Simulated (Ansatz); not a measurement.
An input meant for the cluster Cu2H2 (charge 0, singlet; with a point charge).

```yaml
crystal:
  periodic: [false, false, false]
  atoms:
    - {symbol: Cu, position_ang: [0.382688, -0.055251, -0.487751]}
    - {symbol: Cu, position_ang: [-1.148009, 0.103264, 1.341220]}
    - {symbol: H, position_ang: [0.479393, -0.710033, -1.860499]}
    - {symbol: H, position_ang: [0.285927, 0.662020, 1.007030]}
basis:
  gaussian: {orbitals: cc-pVDZ, point_charges: [{charge: 2.00, position_ang: [4.929, -0.795, 0.239]}]}
hamiltonian: {xc: {name: HF}}
correlation: {method: mp2, frozen_orbitals: {Cu: 0}}
scf: {omitted_lower_state_checks: [starts]}
output: {forces: true}
```

```sh
$ ansatz run in.yaml --threads 4 --pin off --events-out ev --progress --plain --max-ram 3916MiB
```

Shortened log:

```
Functional definition: HF
Error: "frozen_orbitals" has no count for H
```

In this input frozen orbitals are typed for one element alone, and the program wants a count for each (the count typed has to fit that element's core, too). The program refused the input.
